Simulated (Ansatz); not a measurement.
## Worked example: C2H8OSi → SiH2(CH3) + CH3O

Species: C2H8OSi `CO[SiH2]C`, singlet; SiH2(CH3), doublet; CH3O `C[O]`, doublet. 

Shapes, held fixed at every level: PBE0-D4/def2-TZVP. Flexible molecules stand in one conformer, not always the lowest. Programs: Ansatz 0.2.0. The zero-point and thermal change to 298 K, harmonic and unscaled (PBE0-D4/def2-TZVP), is -18.9 kJ/mol.

At CCSD(T)/CBS estimate; 1 Eh = 2625.50 kJ/mol:

| species | energy (Eh) |
| --- | --- |
| C2H8OSi | -445.208959 |
| SiH2(CH3) | -330.082882 |
| CH3O | -114.935170 |

Problem. Work out ΔH(298 K) of the reaction at this level.

Solution. 
1. Products less reactants: (-330.082882) + (-114.935170) − [(-445.208959)] = 0.190907 Eh = +501.2 kJ/mol.
2. With the thermal change: +501.2 + (-18.9) = +482.3 kJ/mol.

Other levels give +431.1 (CCSD/def2-SVP) to +504.0 kJ/mol (SPW92/def2-TZVPP). No measured value is set beside it here. Open shells run unrestricted unless RO is named. The CBS estimate extrapolates MP2 from def2-TZVPP and def2-QZVPP and adds CCSD(T) − MP2 in the triple-zeta set, cores frozen.
